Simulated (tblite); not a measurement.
Here is a computed GFN2-xTB geometry (Å):
```
atom  x, y, z in Å
C1    -1.7610   -0.9806   -0.8162
C2    -0.8946    0.2376   -0.4938
C3    -1.7653    1.3380    0.1096
C4     0.2368   -0.1005    0.4855
S5     1.3052    1.3863    0.7278
C6     2.8081    0.7238   -0.0628
S7     2.3311   -0.6139   -1.1764
C8     1.1312   -1.2425    0.0311
F9     1.7921   -1.7835    1.1041
H10   -2.6632   -0.6548   -1.3275
H11   -2.0544   -1.4956    0.0964
H12   -1.2487   -1.6829   -1.4687
H13   -0.4405    0.6086   -1.4191
H14   -2.5049    1.6722   -0.6129
H15   -1.1580    2.1912    0.4017
H16   -2.2837    0.9663    0.9910
H17   -0.1754   -0.3510    1.4672
H18    3.4800    0.3339    0.7014
H19    3.2853    1.5167   -0.6320
H20    0.5749   -2.0585   -0.4348
```

Neutral, closed shell.

(1) Which heavy atoms are bonded, and with what formal order?

(2) Which species is it?

(3) What is the point group of this geometry?

(4) Which rings does it hold (smallest set)?

(5) Describe the place of each heavy atom.

(6) What is the arrangement about S7?

(7) What is the arrangement about C6?

Results:

(1) C1–C2 1.53 Å (single); C2–C3 1.53 Å (single); C2–C4 1.53 Å (single); C4–S5 1.85 Å (single); S5–C6 1.82 Å (single); C6–S7 1.80 Å (single); S7–C8 1.81 Å (single); C8–F9 1.37 Å (single); C4–C8 1.52 Å (single). Bonds to hydrogen (Å): C1–H10 1.09; C1–H11 1.09; C1–H12 1.09; C2–H13 1.10; C3–H14 1.09; C3–H15 1.09; C3–H16 1.09; C4–H17 1.09; C6–H18 1.09; C6–H19 1.09; C8–H20 1.09.

(2) `CC(C)[C@@H]1SCS[C@H]1F`, C6H11FS2. Among its features: sulfide and C–F bond.

(3) C1 (no symmetry element, even within 0.4 Å).

(4) C4–S5–C6–S7–C8 (5 members, 0.25 Å rms from planarity).

(5) C1: methyl carbon; C2: sp3 CH carbon; C3: methyl carbon; C4: sp3 carbon bound to sulfur; S5: sulfide sulfur; C6: sp3 carbon bound to sulfur; S7: sulfide sulfur; C8: sp3 C–F carbon; F9: alkyl fluorine.

(6) It has 2 neighbours (C6, C8) and is bent (angle 91.2°).

(7) It has 4 neighbours (S5, S7, H18, H19) and is tetrahedral (angles from 108.6° to 111.0°).
